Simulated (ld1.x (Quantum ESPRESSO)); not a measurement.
# u(r) = r·R(r): atom against pseudo-atom (hydrogen)

Columns: radius, all-electron u(r) and pseudo u(r) of the 1s shell (level -6.49 eV) of hydrogen in the configuration 1s1; PBE, non-relativistic, PAW scheme, ld1.x (Quantum ESPRESSO) 7.5.

| r (bohr) | all-electron | pseudo |
| --- | --- | --- |
| 0.045 | 0.0826 | 0.0662 |
| 0.090 | 0.1578 | 0.1315 |
| 0.135 | 0.2260 | 0.1951 |
| 0.180 | 0.2878 | 0.2562 |
| 0.225 | 0.3436 | 0.3140 |
| 0.270 | 0.3938 | 0.3681 |
| 0.315 | 0.4389 | 0.4179 |
| 0.360 | 0.4792 | 0.4631 |
| 0.405 | 0.5150 | 0.5036 |
| 0.450 | 0.5468 | 0.5394 |
| 0.495 | 0.5747 | 0.5706 |
| 0.540 | 0.5992 | 0.5974 |
| 0.585 | 0.6204 | 0.6201 |
| 0.630 | 0.6387 | 0.6392 |
| 0.675 | 0.6543 | 0.6550 |
| 0.720 | 0.6673 | 0.6679 |
| 0.765 | 0.6780 | 0.6784 |
| 0.810 | 0.6867 | 0.6868 |
| 0.855 | 0.6933 | 0.6933 |
| 0.900 | 0.6982 | 0.6982 |
| 0.945 | 0.7015 | 0.7015 |
| 0.990 | 0.7032 | 0.7032 |
| 1.035 | 0.7037 | 0.7037 |
| 1.080 | 0.7028 | 0.7028 |
| 1.125 | 0.7009 | 0.7009 |
| 1.170 | 0.6979 | 0.6979 |

**Question.** How many radial nodes do the two functions have?

**Answer.** The all-electron 1s function has n − l − 1 = 0; the pseudo-wave has 0.

**Question.** At about which radius was the pseudo-wave matched?

**Answer.** 0.90 bohr. The columns agree to 0.0005 from 0.77 bohr on; several derivatives are matched, so the curves merge somewhat inside the radius.

**Question.** Is the pseudo-wave norm-conserving?

**Answer.** No, it belongs to a PAW set: the norm inside the radius is not constrained, and the difference is carried by the augmentation charge.
